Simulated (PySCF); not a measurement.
SMILES [CH3][Al]([CH3])[O][SiH2]OB(O)O (C2H10AlBO4Si) (GFN2-xTB optimised geometry):

```
19

B     -0.912    -1.034    -2.598
O     -0.222    -0.045    -3.221
O     -1.552    -1.968    -3.358
O     -0.964    -1.092    -1.257
Si    -0.416    -0.227     0.000
O     -0.925    -1.023     1.317
Al    -1.437    -1.885     2.677
C     -3.318    -2.549     2.647
C     -0.045    -2.096     4.088
H     -0.251    -0.104    -4.176
H     -2.022    -2.629    -2.851
H     -1.045     1.092     0.000
H      1.045    -0.227     0.000
H     -3.616    -3.038     3.577
H     -3.475    -3.268     1.837
H     -4.021    -1.730     2.468
H      0.820    -2.652     3.715
H      0.335    -1.122     4.409
H     -0.406    -2.615     4.978
```

Computed with B3LYP/def2-SVP run with PySCF.

Q: What are the frontier orbital energies and the dipole moment?

A: HOMO-2 -8.61 eV, HOMO-1 -8.07 eV, HOMO -7.26 eV, LUMO -0.34 eV, LUMO+1 0.20 eV; dipole moment 1.31 D.

Meta-Löwdin charges at B3LYP/def2-SVP: B1 0.54, O2 -0.50, O3 -0.51, O4 -0.61, Si5 1.12, O6 -0.81, Al7 0.95, C8 -0.59, C9 -0.59, H10 0.33, H11 0.33, H12 -0.15, H13 -0.15, H14 0.10, H15 0.11, H16 0.11, H17 0.11, H18 0.11, H19 0.10.
